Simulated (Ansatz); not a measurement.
Ansatz results at the PBE0-D4/def2-TZVP geometry: HOMO energy (PBE/def2-TZVPP) -6.71 eV; LUMO energy (ωB97M-V/def2-TZVPP) 0.44 eV; HOMO–LUMO gap (B3LYP/def2-TZVPP) 6.26 eV.

(1) Which molecule gave them?
A. `[AlH2][O][GaH2]`
B. `O[SiH2][GaH][SiH3]`
C. `BO[C](=C)[GeH3]`
D. `BrC1BB1`

## Answers

(1) A. The others give `BO[C](=C)[GeH3]`: -6.50, 0.98, 6.18; `BrC1BB1`: -6.60, 0.94, 6.36; `O[SiH2][GaH][SiH3]`: -6.01, -0.72, 4.18.

B3LYP here is the variant with VWN-RPA as its local correlation; programs differ in this.
